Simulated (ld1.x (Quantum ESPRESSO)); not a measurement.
**What one change does to a pseudopotential (Fe, TM)**

iron, norm-conserving Troullier–Martins (Kleinman–Bylander form), made with ld1.x (Quantum ESPRESSO) 7.5 (PBE, scalar-relativistic). Core [Ar], reference 3d6 4s0.5 4p0 (charge +1.5). Waves: 4s (bound): rc 1.65 bohr; 4p (bound, empty): rc 2.40 bohr; 4f channel at 0.05 Ry: rc 2.60 bohr; 3d (bound): rc 1.20 bohr. Local part: the d channel. Core correction: Bessel-smoothed model core inside 1.05 bohr.

Change: core [Ne], valence charge 16; reference 3s2 3p6 3d6 4s0 4p0; waves now 3s (bound): rc 1.05 bohr; 3p (bound): rc 1.05 bohr; 3d (bound): rc 0.95 bohr; 4f channel at 0.05 Ry: rc 1.05 bohr; local potential all-electron potential smoothed inside 0.75 bohr (lloc = -1); core correction Bessel-smoothed model core, default radius (core density twice the valence density).

Cutoffs: the cutoffs (Ry, on a coarse ladder) from which the occupation-weighted sum of valence levels, in a spherical-Bessel basis at the reference potential, stays within 10 and 1 mRy of its value at 400 Ry; they do not see the model core or the augmentation charge, which bear on the density cutoff. Errors are all-electron minus pseudo energies relative to the spin-unpolarised reference configuration.

Task: What does the change do?

Result: The potential gets harder (140 Ry and 200 Ry → 200 Ry and 300 Ry); the bound ghost in p, s disappears. The added semicore shells are compact, so their waves need more plane waves. Several settings change at once here, so the effects cannot be laid on one of them.

```tsv
quantity	base	changed
cutoff, loose	140 Ry	200 Ry
cutoff, tight	200 Ry	300 Ry
bound ghosts	s, p	none
largest error over its own tests, meV	-49	+1192
```

 A true bound ghost makes a file unfit for plane-wave use even where its test errors are small: the radial tests pick states by their node count and pass the ghost by.
